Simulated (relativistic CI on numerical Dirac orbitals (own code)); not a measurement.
# Slater and spin-orbit integrals, Ho4+

Calculated at this level of theory: Dirac-Coulomb-Breit CI, KLI orbitals optimised for each configuration, QED by a radiative potential, valence Slater integrals scaled by 0.85, P86 correlation energy added to each configuration (own radial code, finite nucleus).

Slater integrals F^k, G^k are unscaled and averaged over j, outside the closed core [Kr] 4d10; ζ comes from projecting the Hamiltonian with its Breit term on Σ l·s of the shell.

- 4f⁹5s²5p⁶: F^2(4f,4f) = 130680, F^4(4f,4f) = 82135, F^6(4f,4f) = 59131, ζ(4f) = 2258.6 cm⁻¹; <r>(4f) = 0.7422, <r^2>(4f) = 0.6953 (bohr units).
- 4f¹¹5s²5p⁴: F^2(4f,4f) = 120640, F^4(4f,4f) = 75356, F^6(4f,4f) = 54117, ζ(4f) = 1989.2, F^2(5p,5p) = 74439, F^2(4f,5p) = 57286, G^2(4f,5p) = 30283, G^4(4f,5p) = 23335, ζ(5p) = 29176 cm⁻¹; <r>(4f) = 0.7942, <r^2>(4f) = 0.8132, <r>(5p) = 1.435, <r^2>(5p) = 2.322 (bohr units).
- 4f¹⁰5s²5p⁵: F^2(4f,4f) = 125620, F^4(4f,4f) = 78714, F^6(4f,4f) = 56598, ζ(4f) = 2121.6, F^2(4f,5p) = 57404, G^2(4f,5p) = 29161, G^4(4f,5p) = 22718, ζ(5p) = 30240 cm⁻¹; <r>(4f) = 0.7674, <r^2>(4f) = 0.7511, <r>(5p) = 1.421, <r^2>(5p) = 2.274 (bohr units).

Averages of the first 7 configurations, taken without configuration mixing, which lowers the lowest level and can move excited configurations by several eV; other configurations of the list can lie among them:

| Configuration | Parity | States | Average energy above the lowest level (eV) |
| --- | --- | --- | --- |
| 4f⁹5s²5p⁶ | odd | 2002 | 7.8 |
| 4f¹¹5s²5p⁴ | odd | 5460 | 49.5 |
| 4f¹⁰5s²5p⁵ | odd | 6006 | 27.0 |
| 4f⁸5s²5p⁶6s | even | 6006 | 33.4 |
| 4f⁸5s²5p⁶7s | even | 6006 | 51.0 |
| 4f¹¹5p⁶ | odd | 364 | 109.2 |
| 4f¹⁰5s5p⁶ | even | 2002 | 57.0 |
